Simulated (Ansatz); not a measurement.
Consider the redistribution: `O[SiH](O)O` + `C[N](C)[In]([OH])[O][SiH3]` → `CN(C)[SiH](O)O` + `[OH][In]([OH])[O][SiH3]`.

Program: Ansatz. Geometries: PBE0-D4/def2-TZVP. ΔE: electronic, gas phase. CCSD(T)/CBS is the MP2 limit (def2-TZVPP, def2-QZVPP) plus CCSD(T) − MP2 in def2-TZVPP, frozen cores. Functionals use def2-TZVPP. def2 core potentials past Kr. For In outer-core shells are correlated without core-valence functions, which leaves a few kJ/mol of doubt a bond. One conformer a species, not always the lowest.

| level | ΔE (eV) |
| --- | --- |
| PBE0-D4 | 0.30 |
| ωB97M-V | 0.30 |

Problem. What does CCSD(T)/CBS give? (Estimate.)

Solution. Ansatz gave: +0.36 eV. The listed levels differ from it by -0.06, -0.06 eV.

Largest T1 diagnostic among the species: 0.016.

From PBE to PBE0 (25 % exact exchange), in def2-TZVPP and without D4, ΔE moves by +0.04 eV.
